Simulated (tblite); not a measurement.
Compound: C₃H₅NOSi.
Atom-mapped SMILES: `[SiH3:1][c:2]1[n:3][cH:4][cH:5][o:6]1` (hydrogens: H7, H8, H9 on Si1; H10 on C4; H11 on C5)

Computed with GFN2-xTB (tblite), gas phase: L-BFGS steps from a force-field or distance-geometry start until the largest atomic force falls under 0.01 eV/Å.

Step 0: E = -480.8386 eV
```
atom  x, y, z in Å  |  force x, y, z in eV/Å
Si1    -2.0712   -0.0519    0.0477   -1.158   0.364  -0.248
C2     -0.2385    0.0156   -0.0083    2.233  -3.111   1.157
N3      0.5484   -1.0475    0.3660   -1.521   1.254  -0.547
C4      1.8119   -0.6293    0.1927    0.445  -0.195   0.218
C5      1.7694    0.6651   -0.2505    1.886  -0.529   0.058
O6      0.5167    1.0201   -0.3678   -0.777   1.837  -0.639
H7     -2.5397    0.8201    1.1400    0.052  -0.124  -0.042
H8     -2.5987   -1.4114    0.1696    0.212   0.118   0.032
H9     -2.5225    0.5596   -1.2244    0.030  -0.108   0.171
H10     2.7094   -1.2244    0.3999   -0.840   0.278  -0.109
H11     2.6204    1.2867   -0.4908   -0.563   0.216  -0.051
```

Step 1: E = -481.0500 eV
```
atom  x, y, z in Å  |  force x, y, z in eV/Å
Si1    -2.0878   -0.0467    0.0441   -0.053   0.232  -0.161
C2     -0.2066   -0.0288    0.0082   -0.592   0.138   0.013
N3      0.5266   -1.0296    0.3582    0.432  -0.743   0.185
C4      1.8183   -0.6320    0.1958    0.051   0.488  -0.070
C5      1.7963    0.6575   -0.2496   -0.159  -0.424   0.073
O6      0.5056    1.0463   -0.3770    0.505  -0.049   0.018
H7     -2.5390    0.8183    1.1394    0.028  -0.058   0.022
H8     -2.5957   -1.4098    0.1701    0.132   0.052   0.034
H9     -2.5220    0.5581   -1.2220   -0.001  -0.033   0.023
H10     2.6974   -1.2204    0.3983   -0.384  -0.090   0.025
H11     2.6123    1.2898   -0.4915    0.039   0.487  -0.161
```

Step 2: E = -481.0658 eV
```
atom  x, y, z in Å  |  force x, y, z in eV/Å
Si1    -2.0893   -0.0435    0.0419   -0.092   0.149  -0.096
C2     -0.2125   -0.0293    0.0092    0.067  -0.183   0.102
N3      0.5311   -1.0382    0.3602    0.060  -0.062  -0.029
C4      1.8193   -0.6259    0.1951    0.003  -0.158   0.127
C5      1.7957    0.6517   -0.2487    0.132   0.276  -0.158
O6      0.5115    1.0470   -0.3772    0.164  -0.253   0.092
H7     -2.5386    0.8175    1.1396    0.017  -0.040   0.033
H8     -2.5938   -1.4090    0.1706    0.133   0.075   0.028
H9     -2.5220    0.5576   -1.2216   -0.025   0.001  -0.039
H10     2.6918   -1.2214    0.3986   -0.305  -0.086   0.026
H11     2.6124    1.2962   -0.4936   -0.154   0.282  -0.085
```

**Question.** Estimate the geometry and energy of step 3. (The exact step hangs on the optimiser's Hessian estimate; all steps are aligned on step 2, rigid shifts and turns removed.)

**Answer.** E = -481.0743 eV, largest force 0.302 eV/Å
```
atom  x, y, z in Å  |  force x, y, z in eV/Å
Si1    -2.0916   -0.0397    0.0393   -0.021   0.075  -0.036
C2     -0.2136   -0.0330    0.0115    0.215  -0.171   0.073
N3      0.5337   -1.0426    0.3604    0.010   0.085  -0.051
C4      1.8198   -0.6260    0.1969   -0.087  -0.024   0.044
C5      1.7978    0.6537   -0.2508    0.137   0.057  -0.056
O6      0.5165    1.0435   -0.3759   -0.079  -0.202   0.076
H7     -2.5382    0.8165    1.1402    0.006  -0.020   0.043
H8     -2.5909   -1.4075    0.1712    0.124   0.084   0.022
H9     -2.5224    0.5574   -1.2220   -0.044   0.032  -0.095
H10     2.6845   -1.2231    0.3991   -0.129  -0.176   0.060
H11     2.6099    1.3034   -0.4959   -0.132   0.260  -0.080
```

The energy changes by -0.0085 eV. The first-order estimate −F·Δx gives -0.0111 eV and the mean of the old and new forces, exact on a quadratic surface, -0.0085 eV. The step makes an angle of 27° with the force vector and moves no atom by more than 0.008 Å.

What follows is the cost of the whole relaxation. Time: 0.2 s of wall time. Hardware: one thread of an Arm Neoverse N1, shared host with 64 logical CPUs at a one-minute load of 54.
